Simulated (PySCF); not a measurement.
BrH4PSi.
SMILES with atom numbers: `[PH2:1][SiH2:2][Br:3]` (hydrogens: H4, H5 on P1; H6, H7 on Si2)

Computed with PBE0-D3(BJ)/def2-SVP geometry optimisation, gas phase (PySCF).

(1) List the bond lengths and angles at this level.

Answers

(1) 
| bond | length (Å) |
| --- | --- |
| P1–Si2 | 2.256 |
| Si2–Br3 | 2.228 |
| P1–H4, P1–H5 | 1.430 |
| Si2–H6, Si2–H7 | 1.491 |

Bonds in one row agree within 0.01 Å and their mean is given. A selection of angles:
| angle | degrees |
| --- | --- |
| Si2–P1–H4 | 93.1 |
| Si2–P1–H5 | 92.2 |
| H4–P1–H5 | 93.6 |
| P1–Si2–Br3 | 107.8 |
| P1–Si2–H6 | 108.9 |
| P1–Si2–H7 | 114.5 |
| Br3–Si2–H6 | 108.4 |
| H6–Si2–H7 | 109.6 |

P1 (three-coordinate phosphorus) is pyramidal (angles 93.6°, 93.1° and 92.2°, sum 278.9°, 0.87 Å off the plane of its three neighbours). Si2 (SiH2 silicon) is distorted tetrahedral (angles from 107.4° to 114.5°).

PBE0-D3(BJ)/def2-SVP frequencies: not computed here. One conformer, not necessarily the lowest (H–P1–Si2–Br3 -76° and -169°).
